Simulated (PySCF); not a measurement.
Bonds (- single, = double, # triple, : aromatic): C1-O2, O2-C3, C3=O4, C3-C5, C5:C6, C6:C7, C7:C8, C8-F9, C8:C10, C10:C11, C11:C5. C1 carries H12, H13, H14; C6 carries H15; C7 carries H16; C10 carries H17; C11 carries H18.

PySCF 2.14 calculation with GFN2-xTB geometry and PBE0/pcSseg-1 with gauge-including orbitals; in vacuum, non-relativistic, rapidly exchanging positions averaged, one computed conformer.

Shifts are taken against calculated references (same method and geometry level): 13C (σ = 186.93 ppm) vs TMS.

Do the 13C shifts follow the atomic charges (in e)? Tabulate both.

Answers


| atoms | hybridisation | δ (ppm) | σ para (ppm) | Hirshfeld | IAO | Mulliken | ESP-fitted |
| --- | --- | --- | --- | --- | --- | --- | --- |
| C8 | sp2 | 176.4 | -246 | +0.10 | +0.31 | +0.34 | +0.39 |
| C3 | sp2 | 172.0 | -236 | +0.20 | +0.51 | +0.65 | +0.82 |
| C6/C11 | sp2 | 139.3 | -202 | -0.03 | -0.12 | +0.07 | -0.01 |
| C5 | sp2 | 130.7 | -205 | -0.03 | -0.07 | -0.44 | -0.32 |
| C7/C10 | sp2 | 120.9 | -191 | -0.06 | -0.19 | -0.13 | -0.30 |
| C1 | sp3 | 54.2 | -108 | -0.03 | -0.21 | -0.02 | -0.27 |

Correlation coefficients of δ with charge over these carbons: Hirshfeld +0.68, IAO +0.78, Mulliken +0.54, ESP-fitted +0.73; with the paramagnetic shielding -0.99. Among the 5 sp2 carbons alone: Hirshfeld +0.91, IAO +0.94, Mulliken +0.86, ESP-fitted +0.92. With so few points, grouped by hybridisation, these coefficients are fragile. Charge is one influence among several: hybridisation and low-lying excitations act through the paramagnetic term.

Shifts are as computed. Against solution values, carbons near 30 ppm lie about +3 ppm off and those near 130 ppm about +5 ppm. Of 1211 compounds with measured shifts, 218 miss one by over three times the rms of a fit or turn the order of signals round; such compounds aren't used in these exercises.
